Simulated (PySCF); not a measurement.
**How methods differ on the excitation energy of Ar²⁺**

Ar²⁺ [Ne] 3s2 3p4 (3P) → Ar²⁺ [Ne] 3s2 3p3 3d1 (5D), as a difference of total energies. Computed with PySCF 2.14 in dyall-av3z (19s12p3d2f, 84 functions), with scalar relativity by spin-free X2C-1e. Correlated levels: valence: [Ne] frozen; virtual orbitals above 40 to 60 times the deepest correlated orbital energy dropped. The calculations carry no spin-orbit coupling.

```json
{"method": "UHF", "excitation energy (eV)": "18.537"}
{"method": "MP2 (valence)", "excitation energy (eV)": "19.205"}
{"method": "SCS-MP2 (valence)", "excitation energy (eV)": "19.374"}
{"method": "CCSD (valence)", "excitation energy (eV)": "19.291"}
{"method": "CCSD(T) (valence)", "excitation energy (eV)": "19.319"}
```

Question: How much does correlation contribute at CCSD(T) (valence)?

Answer: 19.319 − (18.537) = 0.782 eV, measured against UHF.

A first-order spin-orbit estimate (lowest level to lowest level, LS coupling) adds 0.061 eV.

The promoted electron is Rydberg-like, and one or two diffuse shells describe it only roughly, which tends to raise the upper state.
